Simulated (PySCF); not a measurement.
F7Re, singlet, at a GFN2-xTB geometry (such geometries of metal compounds can be far from the true shape) (core potentials on Re). Base run: SVWN5/def2-SVP (PySCF).

PySCF was given this input:
```python
from pyscf import gto, scf, dft

mol = gto.M(
    atom='''
Re    0.000000    0.000000    0.000000
F     0.265481    1.806122   -0.292297
F     0.043808   -0.289320   -1.747939
F    -0.043808    0.289320    1.747939
F    -1.657493    0.800273   -0.174002
F     0.860310   -1.610841    0.288189
F    -1.289868   -1.311526    0.184757
F     1.821569    0.315972   -0.006647
''',
    basis='def2-svp',
    ecp={'Re': 'def2-svp'},
    charge=0,
    spin=0,
    verbose=4,
)

mf = dft.RKS(mol)
mf.xc = 'lda,vwn'
mf.kernel()
```

Variants of this job, named by their change:

```tsv
change	ΔE vs base (µEh)	fitting functions	outcome
base	0.0	-	converged
auxbasis = cc-pvqz-jkfit	-	-	input refused
auxbasis = even-tempered beta=2.0	-454	1069	converged
auxbasis = def2-universal-jkfit	-142	766	converged
auxbasis = def2-svp-ri	-	-	input refused
auxbasis = cc-pvtz-jkfit	-	-	input refused
auxbasis = autoaux	-97.2	1045	converged
auxbasis = def2-universal-jfit	-365	432	converged
auxbasis = def2-tzvp-ri	-	-	input refused
auxbasis = even-tempered beta=1.6	-9.1	1573	converged
```

A fitting set is made for a task (jfit for Coulomb, jkfit for Coulomb and exchange, ri for correlation) and for a family of orbital bases.

- auxbasis = cc-pvqz-jkfit: ended with `pyscf.lib.exceptions.BasisNotFoundError: Basis set not found for Re in cc-pvqz-jkfit`
- auxbasis = def2-svp-ri: ended with `pyscf.lib.exceptions.BasisNotFoundError: Basis set not found for Re in def2-svp-ri`
- auxbasis = cc-pvtz-jkfit: ended with `pyscf.lib.exceptions.BasisNotFoundError: Basis set not found for Re in cc-pvtz-jkfit`
